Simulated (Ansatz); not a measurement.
F3Ga, charge -1, doublet, geometry from GFN2-xTB (such geometries of metal compounds can be far from the true shape) (a state made from the parent by changing its charge; the spin is typed, not shown lowest) (a gas-phase anion, which may not be bound at this level). Base run: SVWN5/pcseg-1 (Ansatz, an electronic-structure program).

Here is a job for Ansatz.
Ansatz 0.2 input:
```yaml
crystal:
  periodic: [false, false, false]
  atoms:
    - {symbol: Ga, position_ang: [-0.01722873, -0.01289214, 0.01677559]}
    - {symbol: F, position_ang: [-1.70650775, -1.08516163, 0.06884693]}
    - {symbol: F, position_ang: [-0.00265406, 1.82219157, -0.78423006]}
    - {symbol: F, position_ang: [1.67419195, -0.80060532, 0.73468508]}
basis:
  gaussian:
    orbitals: pcseg-1.json
hamiltonian:
  xc: {name: SVWN5}
total_charge: -1
magnetization: {spin_polarized: true, initial_magnetization: 1}
```
The basis file holds pcseg-1 in the JSON format of the Basis Set Exchange.

Variants of this job, named by their change:

```csv
change,basis functions,E (Eh)
base,69,-2219.36734
basis = STO-3G,33,-2192.05794
basis = 3-21G,50,-2208.49001
basis = cc-pVDZ,69,-2219.56259
basis = def2-SVP,74,-2219.10362
basis = 6-31G*,80,-2219.30210
basis = aug-pcseg-1,105,-2219.40263
basis = aug-cc-pVDZ,105,-2219.63784
basis = pcseg-2,133,-2219.81786
basis = pc-2,133,-2219.82916
basis = cc-pVTZ,133,-2219.77453
basis = def2-TZVPD,174,-2219.77432
basis = cc-pVQZ,233,-2219.81759
```

Totals compare only among sets that treat the same electrons; sets with core potentials leave the core out.

A gas-phase anion may not be bound at this level; its values then depend on the basis.
